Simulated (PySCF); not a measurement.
## Bond length, frequency and bond energy of TlAs⁺ by level of theory

State: ⁴Σ⁻ (quartet), unpaired electrons σ ↑, π ↑↑. Set-up: basis Tl def2-SVP with ECP60, As def2-SVP; scalar-relativistic core potentials; PySCF 2.14. De refers to Tl⁺ + As in their high-spin ground configurations, without counterpoise correction. The functionals are run spin-unrestricted. A positive dipole points towards As; it is taken about the centre of mass and depends on that origin. Levels whose curve was spin-contaminated or gave no clean fit are not listed.

| Level | Re (Å) | ωe (cm⁻¹) | De (eV) | μ (D) | CPU s a point (SCF and correlation, without the integrals) |
| --- | --- | --- | --- | --- | --- |
| UHF-MP2 | 3.381 | 58.4 | n/a | n/a | 0.4 |
| UHF-SCS-MP2 | 3.457 | 53.4 | n/a | n/a | n/a |
| UHF-CCSD | 3.425 | 55.4 | n/a | n/a | n/a |
| UHF-CCSD(T) | 3.389 | 57.6 | n/a | n/a | 11 |
| PBE | 3.169 | 75.5 | n/a | -0.46 | 0.61 |
| r²SCAN | 3.173 | 72.9 | n/a | -0.75 | 0.83 |
| M06-L | 3.263 | 70.5 | n/a | -1.16 | 0.79 |
| PBE0 | 3.192 | 72.6 | n/a | -0.85 | 1.2 |
| MN15 | 3.168 | 81.0 | n/a | -0.75 | 0.93 |
| ωB97X | 3.192 | 77.1 | n/a | -1.16 | 1.1 |
| B2PLYP | 3.269 | 67.2 | n/a | -1.23 | 0.72 |

Problem. What does a quarter of exact exchange do here, going from PBE to PBE0?

Solution. PBE0 less PBE: +2.3 pm in Re, -3.8 % in ωe. Exact exchange removes part of the self-interaction that spreads semilocal densities, and in most molecules shortens and stiffens the bond and lowers De; here Re and ωe go the other way.

Problem. What does the step from GGA to meta-GGA do here, going from PBE to r²SCAN?

Solution. r²SCAN less PBE: +0.4 pm in Re, -3.4 % in ωe. 

Problem. What does the triples do here, going from UHF-CCSD to UHF-CCSD(T)?

Solution. UHF-CCSD(T) less UHF-CCSD: -3.6 pm in Re, +4.0 % in ωe. Correlation nearly always deepens the well. The bond shortens, as in weak, metallic or heavy-atom bonds, where dispersion and the correlation of outer-core electrons pull the atoms together.

Correlated steps freeze 13 core orbitals. Spin–orbit coupling is left out, which matters for elements this heavy, above all for dissociation energies. B2PLYP dipoles, levels and charges come from its SCF part alone. The state is the lowest determinant that a PBE0 search found; another state may lie lower at other levels.

The whole job (state search and all levels along the bond) took about 3.6 min on 1 thread of Oxide Virtual Turin-like (shared host), peak memory 0.8 GiB.
